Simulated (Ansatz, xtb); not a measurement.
System: C3H5Cl2, charge 0, multiplicity 2. It need not be the lowest isomer of its formula. SMILES: Cl[CH]CCCl
Geometry from a B3LYP-D3(BJ)/def2-TZVP (Ansatz, a quantum-chemistry and plane-wave program) optimisation:
```xyz
10

C      0.0280    -0.3609    -1.1925
C     -1.1839    -0.4225    -0.3418
Cl    -1.9499     1.0417     0.1192
C      1.2603     0.2291    -0.5070
Cl     1.8078    -0.7941     0.8754
H      0.2616    -1.3681    -1.5439
H     -0.1688     0.2597    -2.0750
H     -1.4516    -1.2807     0.2533
H      2.0982     0.2922    -1.1970
H      1.0490     1.2138    -0.0981
```
Charge 0, spin multiplicity 2.

Harmonic wavenumbers from GFN2-xTB (xtb, at its own minimum), cm⁻¹: 39, 104, 200, 328, 387, 485, 668, 734, 878, 948, 1006, 1097, 1113, 1182, 1224, 1259, 1293, 1424, 1437, 2952, 2979, 2981, 2992, 3115.

Problem. Give the harmonic wavenumbers at B3LYP-D3(BJ)/def2-TZVP (Ansatz, finite differences of forces, unscaled).

Solution. 48, 137, 203, 326, 394, 510, 658, 721, 882, 926, 1019, 1099, 1169, 1222, 1294, 1340, 1357, 1459, 1484, 3006, 3074, 3090, 3147, 3229 cm⁻¹. Zero-point energy 45.5 kcal/mol.

Problem. From these and the geometry, give the ideal-gas thermochemistry at 298.15 K and 1 atm (rigid rotor, harmonic oscillator).

Solution. Point group C1, rotational symmetry number 1. Rotational constants 6.673, 1.362, 1.273 GHz. S(trans) 40.06, S(rot) 27.72, S(vib) 13.97, S(elec, spin only) 1.38, S 83.1 cal/(mol K). H(298) - H(0) 4.54 kcal/mol; G - E(el) 25.2 kcal/mol.
